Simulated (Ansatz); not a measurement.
Mulliken charges of HI₃Si (`I[SiH](I)I`) from ωB97M-V/def2-TZVPP in Ansatz (PBE0-D4/def2-TZVP geometry).

```tsv
atom	x (Å)	y (Å)	z (Å)	charge (e)
I1	-1.467	-0.161	1.853	-0.065
Si2	0.070	0.135	-0.001	0.170
I3	1.912	-1.436	0.158	-0.065
I4	-1.087	-0.116	-2.118	-0.065
H5	0.620	1.503	0.067	0.026
```

Question: By hand: the dipole of these point charges (1 e Å = 4.8032 D).

Answer: Σ q r = (0.070, 0.173, 0.009) e Å, of length 0.187 e Å = 0.90 D.

Question: How does the dipole of the full density compare? (An estimate is asked.)

Answer: Ansatz gave: (0.029, 0.073, 0.004) e Å, 0.38 D; the point charges give 2.37 times that, at 0° from its direction.

Point charges leave out the atoms' own dipoles, such as those of lone pairs, and Mulliken's split depends on the basis, so the two needn't agree.
